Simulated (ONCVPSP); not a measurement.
## PBE ONCV dataset for In (Z = 49), scalar-relativistic all-electron reference.

- Element: In (Z = 49)
- Generator: ONCVPSP 4.0.1
- Type: optimised norm-conserving Vanderbilt (ONCV)
- Functional: PBE
- Relativity: scalar-relativistic
- Frozen core: [Kr] 4d10
- Valence charge: 3
- Reference configuration: 5s2 5p0.5 (charge +0.5)
- Partial waves: 5s: rc 1.85 bohr, ncon 4, nbas 7, qcut 2.9 1/bohr, 1 projector; 5p: rc 2.65 bohr, ncon 3, nbas 7, qcut 2.5 1/bohr, 2 projectors, debl 0.9 Ha
- Local potential: polynomial inside 1.15 bohr (lpopt 5, dvloc0 0 Ha)
- Core correction: polynomial model core, fcfact 0.25

All-electron outer shells of the reference configuration (PBE, scalar-relativistic, ld1.x):

| shell | level (eV) | outermost node (bohr) | outermost maximum (bohr) |
| --- | --- | --- | --- |
| 4p | -81.62 | 0.42 | 0.82 |
| 4d | -22.11 | 0.40 | 0.94 |
| 5s | -11.39 | 1.02 | 2.13 |
| 5p | -5.31 | 1.14 | 2.74 |

Calculated quality:

| Property | Result |
| --- | --- |
| Cutoffs needed | 8.1 Ha and 20 Ha (the cutoffs (Ha) at which the residual kinetic energy of the hardest occupied pseudo-wave falls to 1 and 0.1 mHa per electron) |
| Ghost test | ghosts flagged at negative energy: s at -206.2 eV, p at -17.3 eV; no localised positive-energy state flagged; a true bound ghost makes a file unfit for plane-wave use |
| Largest excitation error | -147 meV (all-electron minus pseudo) for 5s1 5p0, out of 4 test configurations |
| rms error of d²Exc/dni dnj | 8.80 mHa without and 0.94 mHa with the model core |

Generation and tests took about 3.5 s on one core of a shared server CPU.
